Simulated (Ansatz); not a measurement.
Species: sum formula BNH, net charge -1, singlet state. 
Structure (B3LYP-D3(BJ)/def2-TZVP (Ansatz, a quantum-chemistry and plane-wave program) minimum search):
```
B
N 1 1.2612
H 1 1.1843 2 180.00
```
Charge -1, spin multiplicity 1.

Basis-set convergence of Hartree-Fock and CCSD(T) correlation energies (hartree) with Ansatz. Valence correlation only, unless marked. No spin-orbit coupling. Non-relativistic. This anion needs diffuse functions, which these sets lack.

```tsv
basis	functions	E(HF)	E(corr, CCSD(T))
def2-SVP	33	-79.60244	-0.28499
def2-TZVPP	76	-79.70379	-0.34375
def2-QZVPP	144	?	?
```

Problem. Complete the blanks.

Solution. 
- def2-QZVPP, E(HF): -79.70878
- def2-QZVPP, E(corr, CCSD(T)): -0.36279
